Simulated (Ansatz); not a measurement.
Gas-phase electronic energies from Ansatz, PBE0-D4/def2-TZVP geometries. CBS: MP2 limit from def2 TZ/QZ plus the TZ coupled-cluster correction, frozen cores. Functionals use def2-TZVPP. B3LYP here is the variant with VWN-RPA as its local correlation; programs differ in this. HSE06 is defined as in plane-wave codes. Elements past krypton have def2 core potentials. For Se, Sn outer-core shells are correlated without core-valence functions, which leaves a few kJ/mol of doubt a bond. Scalar relativity is left out up to krypton. One conformer a species, not always the lowest.

Reaction (formal exchange of groups at the Se–Sn bond): `[CH3][SnH2][SeH]` + `BC=C` → `C=CB[SeH]` + `[CH3][SnH3]`

```tsv
level	ΔE (kcal/mol)	difference from CCSD(T)/CBS
PBE-D4	-4.6	-3.4
revPBE-D4	-4.7	-3.5
BLYP-D4	-2.8	-1.6
r2SCAN-D4	-3.8	-2.6
PBE0-D4	-3.3	-2.1
B3LYP-D4	-1.9	-0.7
r2SCANh-D4	-3.4	-2.2
r2SCAN0-D4	-2.8	-1.6
HSE06-D4	-3.2	-2.0
BHLYP-D4	-0.1	1.1
CAM-B3LYP-D4	-2.3	-1.1
ωB97X-V	-2.1	-0.9
ωB97M-V	-2.1	-0.9
B2PLYP	-2.2	-1.0
PBE-QIDH	-2.9	-1.7
revPBE	-3.7	-2.5
BLYP	-2.5	-1.3
r2SCAN	-3.8	-2.6
PBE0	-3.3	-2.1
B3LYP	-1.8	-0.6
r2SCANh	-3.4	-2.2
r2SCAN0	-2.8	-1.6
HSE06	-3.3	-2.1
BHLYP	-0.6	0.6
CAM-B3LYP	-2.4	-1.2
LC-ωPBE	-3.3	-2.1
RPA@PBE/def2-TZVPP	-4.1	-2.9
HF/def2-SVP	0.2	1.4
MP2/def2-SVP	-4.3	-3.1
CCSD/def2-SVP	-4.0	-2.8
CCSD(T)/def2-SVP	-4.9	-3.7
HF/def2-TZVPP	2.2	3.4
SCS-MP2/def2-TZVPP	-2.3	-1.1
CCSD/def2-TZVPP	-3.1	-1.9
CCSD(T)/def2-TZVPP	-3.9	-2.7
HF/def2-QZVPP	2.6	3.8
MP2/def2-QZVPP	-1.4	-0.2
SCS-MP2/def2-QZVPP	-0.8	0.4
MP2/CBS(def2)	-0.4	0.8
CCSD/CBS(def2)	-0.4	0.8
CCSD(T)/CBS	-1.2	0
```

Largest T1 diagnostic among the species: 0.013.

From BLYP to BHLYP (50 % exact exchange), in def2-TZVPP and without D4, ΔE moves by +1.9 kcal/mol. At CCSD(T), def2-SVP lies −3.7 kcal/mol from the extrapolated value and def2-TZVPP −2.7 kcal/mol. Leaving LDA and LC-ωPBE aside and taking each functional with its dispersion term where it has one, the values, not all of them listed here, spread over 5.6 kcal/mol, from B97M-V to BHLYP-D4. LDA lies −3.3 kcal/mol from PBE without D4.
